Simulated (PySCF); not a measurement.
Compound: C5H4F3O2 (doublet state).
SMILES with atom numbers: `[CH2:1][C@H:2]([C:3](=[O:4])[OH:5])[C:6]([F:7])=[C:8]([F:9])[F:10]` (hydrogens: H11, H12 on C1; H13 on C2; H14 on O5)

Geometry (GFN2-xTB, Å), atoms numbered from 1 in this order:
```xyz
14
C5H4F3O2 angstrom
C     -0.1010   -1.3579   -0.8153
C      0.0911    0.0945   -0.6830
C      1.3281    0.1248    0.2522
O      1.2711    0.1749    1.4467
O      2.4499    0.0173   -0.4552
C     -1.0331    0.8757   -0.0817
F     -1.2390    2.0785   -0.6561
C     -1.7752    0.5542    0.9724
F     -2.7337    1.3131    1.4799
F     -1.6966   -0.5930    1.6243
H      0.5302   -1.8985   -1.4930
H     -0.6970   -1.9021   -0.1110
H      0.3801    0.5597   -1.6296
H      3.2244   -0.0416    0.1273
```

The hyperfine couplings belong to this conformer and change with its torsions.

Theory: UKS B3LYP, pcH-1 on C F H O, non-relativistic, mean-field spin-orbit, GIAO (PySCF 2.14.0). Isolated species at its GFN2-xTB geometry (one conformer only). The geometry wasn't refined by DFT: couplings that depend on bond lengths, twists or pyramidal angles can differ widely from those at the functional's own minimum. No stability test was run, so a lower SCF solution isn't excluded.

Principal values of hyperfine tensors in MHz (contact and dipolar terms together), for some of the nuclei:

```
atom  isotope       A1      A2      A3
  C1      13C    17.06   17.80  257.48
  C3      13C    79.99   81.73   99.78
 H11       1H  -100.81  -63.02  -23.17
 H12       1H  -100.82  -62.71  -23.23
 H13       1H    44.82   45.22   58.69
  C6      13C    14.52   15.63   20.03
  F7      19F     2.27    4.71   22.46
  O4      17O   -21.74    4.15    7.20
```

Question: Give the isotropic coupling of each nucleus in MHz and in mT (g = 2.0029), and the anisotropic part.

Answer: a_iso is a third of the trace, T = A − a_iso, and a(mT) = a(MHz)/(g × 13.996).

```json
{"atom": "C1", "a_iso (MHz)": "97.45", "a_iso (mT)": "3.476", "T1": "-80.39", "T2": "-79.64", "T3": "160.03"}
{"atom": "C3", "a_iso (MHz)": "87.17", "a_iso (mT)": "3.110", "T1": "-7.18", "T2": "-5.43", "T3": "12.61"}
{"atom": "H11", "a_iso (MHz)": "-62.33", "a_iso (mT)": "-2.224", "T1": "-38.48", "T2": "-0.69", "T3": "39.16"}
{"atom": "H12", "a_iso (MHz)": "-62.25", "a_iso (mT)": "-2.221", "T1": "-38.57", "T2": "-0.46", "T3": "39.02"}
{"atom": "H13", "a_iso (MHz)": "49.58", "a_iso (mT)": "1.769", "T1": "-4.76", "T2": "-4.36", "T3": "9.11"}
{"atom": "C6", "a_iso (MHz)": "16.73", "a_iso (mT)": "0.597", "T1": "-2.21", "T2": "-1.10", "T3": "3.30"}
{"atom": "F7", "a_iso (MHz)": "9.81", "a_iso (mT)": "0.350", "T1": "-7.54", "T2": "-5.10", "T3": "12.65"}
{"atom": "O4", "a_iso (MHz)": "-3.46", "a_iso (mT)": "-0.124", "T1": "-18.28", "T2": "7.61", "T3": "10.66"}
```

Question: What spin density at the nucleus of H11 lies behind its contact coupling (g_N = 5.58569)?

Answer: a_FC = (2μ0/3) gₑ μB g_N μN ρ(0)/(2S·h) = 800.24 MHz × g_N × ρ(0)/(2S), with ρ in bohr⁻³. With a_FC = -62.33 MHz and 2S = 1, ρ(0) = -0.01395 bohr⁻³. In magnitude that is 4.4 % of the 1/π = 0.318 of a free hydrogen atom.

Question: C2 (13C, g_N = 1.40482) isn't in the table. Its spin density at the nucleus is -0.02673 bohr⁻³. What is its contact coupling?

Answer: By the same relation, a_FC = -30.0 MHz. Its full tensor has the principal values -33.13, -28.74, -28.28 MHz.

Question: Which nucleus of the table has the largest anisotropic coupling, and what is its form?

Answer: C1: -80.4, -79.6, 160.0 MHz, axial, in the ratio −1:−1:+2, the form that spin in one p orbital centred on that nucleus gives.

Question: In a single crystal, with the field along each principal axis of the tensor of C1 in turn, what first-order splitting does this nucleus give (isotropic g, quadrupole terms neglected)?

Answer: 2 lines (I = 1/2), spaced by |A_i|/(g × 13.996): 0.61, 0.64, 9.19 mT along the axes of A1, A2 and A3.
